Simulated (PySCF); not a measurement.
Compound: C₆H₁₂F₂OSi.
Atom-mapped SMILES: `[CH3:1][C@@H:2]1[CH2:3][SiH2:4][C@H:5]([O:6][CH:7]([F:8])[F:9])[CH2:10]1`

NICS = −σ at a ghost point: NICS(0) at the centroid of the ring atoms, NICS(1) 1 Å to either side along the normal of their mean plane, zz for the tensor component along that normal. Level: GIAO PBE0/pcSseg-1 (PySCF, non-relativistic, gas phase) on the GFN2-xTB geometry, one conformer.

Ring bond lengths (Å), with Mayer bond orders in brackets: C2–C3 1.536 (0.99), C3–Si4 1.905 (0.91), Si4–C5 1.929 (0.83), C5–C10 1.526 (1.03), C10–C2 1.530 (0.98).

Problem. What do the NICS probes read (ppm)?

Solution. 
```tsv
ring	type	NICS(0)	NICS(1), two faces	NICS(1)zz, two faces	rms pucker (Å)	centre to ring atoms, mean (Å)
C2–C3–Si4–C5–C10	5-membered ring with Si; formal bonds all single	-4.3	-3.1 / -4.3	0.9 / -2.0	0.19	1.40
```

Problem. What do they say, and how far can they be read as aromaticity?

Solution. 
- C2–C3–Si4–C5–C10: mean NICS(1)zz -0.5 ppm, near zero. C2, C3, Si4, C5, C10 have four or more neighbours; no verdict on aromaticity is drawn.

Problem. List the ring angles and the Hirshfeld charges of the ring atoms.

Solution. 
- C2–C3–Si4–C5–C10: C2 107.6° (-0.017 e), C3 105.7° (-0.162 e), Si4 92.5° (+0.323 e), C5 105.0° (-0.037 e), C10 108.3° (-0.077 e); sum 519.0° against 540° for a flat convex ring.
